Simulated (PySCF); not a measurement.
BH₂O₃, SMILES [O]B(O)O (connectivity only; charge and spin as stated), charge -1, multiplicity 1. Atoms are numbered in the order given.

```xyz
6

O      0.0000     0.0000     1.4881
B      0.0000     0.0000     0.2066
O      0.0000     1.2117    -0.6143
O      0.0000    -1.2117    -0.6143
H      0.0000     1.0262    -1.5547
H      0.0000    -1.0262    -1.5547
```
Charge -1, spin multiplicity 1.

Geometry optimised at ωB97X-D3(BJ)/def2-SVPD. The multiplicity is an assumed one; other spin states were not compared. The isomer is the one that the SMILES or the coordinates give; other isomers of the formula were not compared. Other conformers were not sampled.

All values below come from ωB97X/def2-TZVPD (PySCF).

Symmetry labels are those of the subgroup C2v that the program uses (full group C2v).

List the valence orbital energies around the gap with their symmetry. (Estimate from the structure and the level; the computed values follow.)


| orbital | symmetry | energy (eV) |
|---|---|---|
| HOMO−7 | B2 | -11.61 |
| HOMO−6 | A1 | -9.16 |
| HOMO−5 | B1 | -7.83 |
| HOMO−4 | B2 | -6.46 |
| HOMO−3 | A1 | -6.23 |
| HOMO−2 | A2 | -6.08 |
| HOMO−1 | B1 | -3.98 |
| HOMO | B2 | -3.50 |
| LUMO | A1 | 4.73 |
| LUMO+1 | B2 | 5.89 |
| LUMO+2 | A1 | 6.24 |
| LUMO+3 | B1 | 6.88 |
